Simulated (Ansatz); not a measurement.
Cost and result for the atomization energy of `C[AsH][AlH2]` (9 atoms, 8 bonds).

| atom | x (Å) | y (Å) | z (Å) |
| --- | --- | --- | --- |
| C1 | -0.6804 | 1.0504 | 0.8625 |
| As2 | -0.4582 | 0.5418 | -1.0428 |
| Al3 | 0.6273 | -1.6062 | -0.7642 |
| H4 | -1.0254 | 2.0832 | 0.9024 |
| H5 | -1.4503 | 0.4093 | 1.2920 |
| H6 | 0.2323 | 0.9505 | 1.4459 |
| H7 | 0.8764 | 1.2341 | -1.2939 |
| H8 | 1.5833 | -2.1573 | -1.9065 |
| H9 | 0.2950 | -2.5058 | 0.5046 |

Total charge 0; spin multiplicity 1. Correlated methods include outer-core shells of As, which these sets cover unevenly. Scalar relativity is left out up to krypton. Geometry: relaxed with PBE0-D4/def2-TZVP. Program: Ansatz. All runs use 4 threads of a server CPU on a shared host. Times are those of one run each, without the atoms' runs, and a repeat can differ threefold. Electronic energies, without spin–orbit coupling; frozen cores. CCSD(T)/CBS adds CCSD(T) − MP2 in def2-TZVPP to the MP2 limit, and its time is that of the two runs behind it. T1 = 0.011. With those shells the extrapolation isn't a true limit. B3LYP takes the VWN-RPA correlation (the form of Gaussian; ORCA's B3LYP/G).

CCSD(T)/CBS is a level of theory with its own doubt, some kJ/mol a heavy atom from the limit and from the frozen cores, so smaller differences don't rank the functionals.

```csv
level,functions,wall time,atomization (kcal/mol),difference from CCSD(T)/CBS,per bond
revPBE-D4/def2-TZVPP,205,1.5 s,620.7,-10.7,-1.3
PBE-D4/def2-TZVPP (with forces),205,1.9 s,631.6,0.2,0.0
PBE0-D4/def2-TZVPP,205,2.3 s,626.3,-5.1,-0.6
CCSD(T)/def2-SVP,94,2.6 s,591.2,-40.2,-5.0
B3LYP-D4/def2-TZVPP (with forces),205,3.3 s,632.8,1.4,0.2
r2SCAN-D4/def2-TZVPP (with forces),205,3.4 s,631.8,0.4,0.1
PBE-QIDH/def2-TZVPP,205,4 s,622.6,-8.8,-1.1
r2SCANh-D4/def2-TZVPP,205,4.2 s,629.2,-2.2,-0.3
B97M-V/def2-TZVPP,205,6.5 s,639.6,8.2,1.0
ωB97M-V/def2-TZVPP (with forces),205,9 s,630.7,-0.7,-0.1
MP2/def2-QZVPP,396,15 s,620.3,-11.1,-1.4
CCSD(T)/def2-TZVPP,205,55 s,616.5,-14.9,-1.9
CCSD(T)/CBS(def2),–,70 s,631.4,0.0,0.0
```

The D4 term adds +6.5 kcal/mol with B3LYP and +3.4 kcal/mol with PBE0; it sums over pairs of atoms, weighted by their polarisabilities, and B3LYP, whose exchange is more repulsive, gets the larger term. From BLYP to BHLYP (50 % exact exchange), in def2-TZVPP and without D4, the atomization energy moves by −3.6 kcal/mol: exact exchange takes away binding that semilocal exchange gives to molecules. Leaving LDA and LC-ωPBE aside and taking each functional with its dispersion term where it has one, the values spread over 18.9 kcal/mol, from revPBE-D4 to B97M-V. LDA lies +79.9 kcal/mol from PBE without D4, its usual overbinding.
